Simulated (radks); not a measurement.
The numbers below are computed, except where a source is named.
Task: Excited configurations of the europium ion Eu2+: one electron is placed in a higher orbital outside [Xe] 4f6. The ground configuration is [Xe] 4f7. Level of theory: scalar-relativistic Kohn-Sham, BLYP, spin-polarised, spherical densities, finite nucleus; open shells are filled with parallel spins first (spin-orbit coupling, left out, can overturn this in heavy ions); Fermi nuclear charge, rms radius 5.1115 fm (a radial shooting solver on a logarithmic mesh with Libxc functionals). Excitation = E - E(ground); binding = E(ion) - E, where the ion is the core of charge +3; n* = 3/sqrt(2 binding) in atomic units, and the quantum defect is n - n*.

| outer orbital | excitation (eV) | binding (eV) | n* | quantum defect | eigenvalue (eV) | <r> (bohr) |
|---|---|---|---|---|---|---|
| 5f | 17.748 | 8.029 | 3.905 | 1.095 | -6.295 | 5.532 |
| 6s | 6.217 | 19.560 | 2.502 | 3.498 | -16.448 | 3.327 |
| 6f | 20.321 | 5.456 | 4.737 | 1.263 | -4.468 | 9.487 |
| 7s | 15.654 | 10.123 | 3.478 | 3.522 | -8.689 | 6.301 |
| 7p | 17.332 | 8.445 | 3.808 | 3.192 | -7.179 | 7.256 |
| 7f | 21.876 | 3.901 | 5.603 | 1.397 | -3.274 | 14.33 |

Estimate the row for 7d.

Result: excitation (eV) 19.720; binding (eV) 6.057; n* 4.496; quantum defect 2.504; eigenvalue (eV) -5.102; <r> (bohr) 9.509. The Delta-SCF ionisation energy is 25.777 eV (NIST Atomic Spectra Database: 24.84 eV, semi-empirical). Self-interaction in the functional shifts the binding energies and quantum defects, so they are the method's values and not measured ones. Open shells are spherical and high-spin; term and fine-structure splittings are not resolved. Spin-orbit splitting is averaged out at the scalar-relativistic level.
